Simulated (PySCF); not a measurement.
Compound: C8H10N2.
Atom-mapped SMILES: `[H]/[N:2]=[CH:3]\[C@@H:4]1[C@H:5]2[CH:6]=[CH:7][C@@H:8](/[CH:9]=[N:10]/[H])[C@@H:12]12`

Cartesian coordinates in Å at the GFN2-xTB level; atoms count from 1:
```
atom  x, y, z in Å
H1    -2.3756   -2.3771    0.6551
N2    -2.7661   -2.0034   -0.2104
C3    -2.1865   -0.9738   -0.6414
C4    -1.0389   -0.2732   -0.0553
C5    -0.9264    1.2378   -0.2182
C6    -0.0916    1.8784    0.8196
C7     1.1615    1.4463    0.7627
C8     1.3912    0.4931   -0.3816
C9     1.9412   -0.8422    0.0220
N10    1.8678   -1.2342    1.2097
H11    2.2302   -2.1676    1.3918
C12   -0.0071    0.3320   -0.9793
H13   -2.5821   -0.5529   -1.5637
H14   -0.6671   -0.6862    0.8774
H15   -1.7477    1.7732   -0.6701
H16   -0.4923    2.5848    1.5244
H17    1.9616    1.7081    1.4303
H18    2.0675    0.9366   -1.1228
H19    2.3539   -1.4302   -0.8119
H20   -0.0986    0.1612   -2.0414
```

NICS is the negative of the GIAO shielding at a point without a nucleus: at the ring centre (0) and 1 Å above and below it (1); zz is the component along the ring normal. Level: GIAO PBE0/pcSseg-1 (PySCF, non-relativistic, gas phase) on the GFN2-xTB geometry, one conformer.

Ring bond lengths (Å), with Mayer bond orders in brackets: C4–C5 1.524 (0.84), C5–C12 1.498 (0.93), C12–C4 1.512 (0.85); C5–C6 1.478 (1.03), C6–C7 1.327 (1.85), C7–C8 1.507 (1.00), C8–C12 1.529 (1.00), C12–C5 1.498 (0.93).

**Question.** What do the NICS probes read (ppm)?

**Answer.** 
```json
{"ring": "C4–C5–C12", "type": "3-membered carbocycle; formal bonds all single", "NICS(0)": "-41.3", "NICS(1), two faces": "-8.0 / -8.2", "NICS(1)zz, two faces": "-23.7 / -22.0", "rms pucker (Å)": "0.00", "centre to ring atoms, mean (Å)": "0.87"}
{"ring": "C5–C6–C7–C8–C12", "type": "5-membered carbocycle; formal bonds 1 double, 4 single", "NICS(0)": "-5.6", "NICS(1), two faces": "-2.4 / -6.8", "NICS(1)zz, two faces": "-2.9 / -3.2", "rms pucker (Å)": "0.02", "centre to ring atoms, mean (Å)": "1.25"}
```

**Question.** What can be read from them?

**Answer.** 
- C4–C5–C12: mean NICS(1)zz -22.9 ppm, shielded. C4, C5, C12 have four or more neighbours, and the NICS criterion for π rings isn't applied. NICS(0) lies 33 ppm below the mean NICS(1).
- C5–C6–C7–C8–C12: mean NICS(1)zz -3.0 ppm, shielded. C5, C8, C12 have four or more neighbours, so the value isn't read as a sign of a π ring current.

**Question.** What is the mean of the two in-plane components of NICS at the second NICS(1) probe listed for ring C5–C6–C7–C8–C12, 1 Å off the ring?

**Answer.** The isotropic value is a third of the trace: (3 × -6.8 − (-3.2))/2 = -8.6 ppm.

**Question.** List the ring angles and the Hirshfeld charges of the ring atoms.

**Answer.** 
- C4–C5–C12: C4 59.2° (-0.051 e), C5 60.0° (-0.038 e), C12 60.8° (-0.033 e); sum 180.0° against 180° for a flat convex ring.
- C5–C6–C7–C8–C12: C5 105.8° (-0.038 e), C6 111.2° (-0.044 e), C7 112.5° (-0.046 e), C8 102.9° (-0.027 e), C12 107.4° (-0.033 e); sum 539.9° against 540° for a flat convex ring.

**Question.** How shielded are the nuclei of the rings and their hydrogens (means over atoms taken as equivalent)?

**Answer.** 
```csv
atoms,environment,σ isotropic (ppm),"principal values of the symmetric part, first atom (ppm)"
C4,three-membered-ring carbon,147.9,"102.9, 127.0, 213.9"
C5,sp3 carbon at a ring junction,150.5,"111.5, 145.7, 194.4"
C6,alkene CH carbon,44.8,"-61.1, 52.7, 142.8"
C7,alkene CH carbon,46.0,"-62.8, 52.9, 147.7"
C8,allylic carbon,127.9,"105.1, 130.4, 148.4"
C12,sp3 carbon at a ring junction,159.1,"127.1, 151.7, 198.6"
H14,methine hydrogen,30.61,"24.6, 31.2, 36.0"
H15,methine hydrogen,29.53,"23.9, 26.8, 37.9"
H16,vinylic hydrogen,25.44,"24.0, 25.4, 26.9"
H17,vinylic hydrogen,26.16,"24.5, 26.0, 28.0"
H18,methine hydrogen,27.69,"23.6, 25.9, 33.6"
H20,methine hydrogen,29.77,"23.5, 27.7, 38.1"
```
